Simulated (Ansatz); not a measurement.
`C=C[SiH2]S[SiH3]` + HCl → `[SiH3]S[SiH2]Cl` + ethylene  (ligand exchange at the Si–C bond)

Calculated with Ansatz (gas phase, PBE0-D4/def2-TZVP geometries, no zero-point term in ΔE). CCSD(T)/CBS adds triple-zeta CCSD(T) − MP2 to the extrapolated MP2 energy (def2 sets, frozen cores). This one scheme is used for every species. Functionals use def2-TZVPP. B3LYP here is the variant with VWN-RPA as its local correlation; programs differ in this. Each species was taken in one conformer, which may not be the lowest.

Problem. Is it downhill or uphill in electronic energy at CCSD(T)/CBS, and by how much? (Best estimate.)

Solution. The calculation gave: Downhill: ΔE = -91.4 kJ/mol.

Problem. What do these levels give: r2SCAN-D4, B3LYP-D4, ωB97M-V, B2PLYP, r2SCAN, HF/def2-TZVPP, MP2/def2-TZVPP, SCS-MP2/def2-TZVPP, CCSD(T)/def2-TZVPP, SCS-MP2/def2-QZVPP, MP2/CBS(def2), CCSD/CBS(def2)? (Best estimate.)

Solution. Ansatz gave: r2SCAN-D4 -92.9, B3LYP-D4 -91.3, ωB97M-V -93.0, B2PLYP -94.9, r2SCAN -94.5, HF/def2-TZVPP -103.8, MP2/def2-TZVPP -89.8, SCS-MP2/def2-TZVPP -90.9, CCSD(T)/def2-TZVPP -87.3, SCS-MP2/def2-QZVPP -93.3, MP2/CBS(def2) -93.9, CCSD/CBS(def2) -93.4 kJ/mol.

Largest T1 diagnostic among the species: 0.012.

In def2-TZVPP, CCSD(T) changes the Hartree–Fock value by +16.5 kJ/mol (the triples alone add +2.0 kJ/mol) and MP2 by +14.0 kJ/mol. The D4 term adds +5.9 kJ/mol with B3LYP and +3.8 kJ/mol with PBE0; it sums over pairs of atoms, weighted by their polarisabilities, and B3LYP, whose exchange is more repulsive, gets the larger term.
